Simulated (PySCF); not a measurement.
# Deuteron quadrupole couplings in `C=Cc1ccc(C)[pH]1`

Species: C7H9P.
Atom-mapped SMILES: `[CH2:1]=[CH:2][c:3]1[cH:4][cH:5][c:6]([CH3:7])[pH:8]1` (hydrogens: H9, H10 on C1; H11 on C2; H12 on C4; H13 on C5; H14, H15, H16 on C7; H17 on P8)

Structure used (GFN2-xTB), in Å, numbered top down from 1:
```xyz
17
C7H9P angstrom
C     -2.9943   -0.7117    1.0838
C     -2.3728   -0.6505   -0.0905
C     -1.0040   -0.2381   -0.2551
C     -0.3520   -0.0907   -1.4377
C      1.0164    0.3143   -1.3214
C      1.4494    0.4788   -0.0531
C      2.8178    0.8888    0.3721
P      0.0735    0.2749    1.1256
H     -2.4822   -0.4385    1.9945
H     -4.0187   -1.0273    1.1769
H     -2.8933   -0.9223   -1.0016
H     -0.8108   -0.2771   -2.3969
H      1.6436    0.4471   -2.1899
H      3.2478    0.1504    1.0489
H      3.4721    0.9961   -0.4909
H      2.7802    1.8390    0.9050
H      0.4200   -1.0211    1.5206
```

Level: PBE0/pcSseg-1 (PySCF, non-relativistic); Q(2H) = 0.00286 b; rigid geometry, the same for H and D, with no vibrational averaging.

Question: Rank these positions by the coupling χzz of a deuteron there, largest first.
A. H17 (hydrogen on phosphorus)
B. H10 (vinylic hydrogen)
C. H14 (methyl hydrogen)
D. H11 (vinylic hydrogen)
E. H9 (vinylic hydrogen)

Answer: B (229 kHz), E (222 kHz), D (215 kHz), C (208 kHz), A (136 kHz).

Give the electric field gradient Vzz (the principal value of largest size), its asymmetry and the 2H coupling at each hydrogen.

```tsv
atom	bonded to	bond length (Å)	Vzz (au)	η	χzz (kHz)
H9	C1	1.080	0.3297	0.08	222
H10	C1	1.076	0.3402	0.05	229
H11	C2	1.084	0.3204	0.06	215
H12	C4	1.079	0.3306	0.06	222
H13	C5	1.080	0.3310	0.06	222
H14	C7	1.090	0.3102	0.03	208
H15	C7	1.088	0.3130	0.03	210
H16	C7	1.090	0.3092	0.02	208
H17	P8	1.398	0.2018	0.08	136
```

Average by the element that carries the hydrogen.

on C: 217 kHz over 8 positions, mean bond length 1.083 Å; on P: 136 kHz over 1 position, mean bond length 1.398 Å.

How does χzz go with the bond length over the 8 C–H bonds?

A straight-line fit has a slope of -14.0 kHz for each 0.01 Å, with a correlation coefficient of -1.00, over lengths from 1.076 to 1.090 Å. The longer bonds have the smaller couplings here.

One conformer (not necessarily the lowest) at the GFN2-xTB geometry, without solvent, vibrations or thermal averaging. GFN2-xTB bond lengths can be off by several hundredths of an ångström, more for odd bonds, and the gradients follow them. With so small a basis the couplings can be 20 % off.
